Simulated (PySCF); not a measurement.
# State search for TlSn

Unrestricted PBE0; basis Tl cc-pVDZ-PP with ECP60, Sn cc-pVDZ-PP with ECP28; scalar-relativistic core potentials; PySCF 2.14. Outer shells of the fragments: Tl 5d10 6s2 6p1; Sn 4d10 5s2 5p2.

Followed along the bond (rough minima from three points):

```tsv
2Ms+1	unpaired	⟨S²⟩ at the start	R at minimum (Å)	Te (eV)
4	σ ↑, π ↑↑	3.75	2.92	0.00
2	σ ↓, π ↑↑	1.76	2.91	0.39
2	σ ↑, π ↑↓	1.76	2.91	0.41
2	π ↑	0.75	3.14	0.68
2	σ ↑	0.76	2.93	0.99
```

Solutions found at the starting distance of 2.780 Å, counted from the lowest of them; the search is not exhaustive and high or unbound solutions are not listed, so other states can lie among these:

```tsv
2Ms+1	unpaired	term	E (eV)	⟨S²⟩	⟨Lz²⟩	μ (D)
4	σ ↑, π ↑↑	⁴Σ⁻	0.00	3.75	0.00	-1.76
2	σ ↓, π ↑↑	mixed	0.39	1.76	0.00	-1.66
2	σ ↑, π ↑↓	mixed	0.41	1.76	2.01	-1.55
2	π ↑	²Π	0.94	0.75	1.00	-0.52
2	σ ↑	mixed	0.99	0.76	2.00	-1.04
2	π ↑	²Π	1.18	0.78	1.01	-1.85
4	π ↑↑↑	⁴Π	2.27	3.76	1.00	0.35
4	σ ↑, π ↑↑	mixed	2.33	3.76	2.01	2.28
```

A term symbol is given only where ⟨S²⟩ and ⟨Lz²⟩ are close to those of a pure state; real π, δ and φ orbitals otherwise mix terms. A positive dipole means Tl(−)Sn(+).

These are scalar-relativistic numbers at best; spin–orbit coupling would shift them, the dissociation energy most.
